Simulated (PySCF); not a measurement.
Ta(S)(F)(OH)2 (FH2O2STa), SMILES [OH][Ta]([OH])([F])=[S], multiplicity 1.

Geometry: PBE-D3(BJ)/def2-SVP. The multiplicity is an assumed one; other spin states were not compared. The def2 effective core potentials stand for the cores of Ta; spin–orbit coupling is left out. The values are those of a single conformer.

These are PySCF with PBE-D3(BJ)/def2-SVP values and carry that method's errors.

Frequencies are harmonic and unscaled.

```tsv
mode	ν (cm⁻¹)	IR (km/mol)	moving atoms (share of kinetic energy)
1	157	5.8	F 35 %, O 21 %, Ta 17 %, S 16 %, H 10 %
2	158	3.8	S 27 %, O 25 %, F 18 %, H 16 %, Ta 15 %
3	179	1.1	O 51 %, F 20 %, S 18 %, H 12 %
4	182	0.0	F 50 %, O 31 %
5	197	3.6	O 76 %, H 12 %
6	319	188.9	H 81 %, O 15 %
7	327	51.1	H 85 %, O 14 %
8	469	149.8	H 74 %, O 25 %
9	481	201.2	H 79 %, O 19 %
10	524	64.4	S 82 %, Ta 17 %
11	668	97.1	F 89 %, Ta 10 %
12	716	87.8	O 75 %, Ta 13 %, H 12 %
13	716	55.3	O 84 %, H 10 %
14	3778	355.7	H 94 %
15	3782	110.4	H 94 %
```
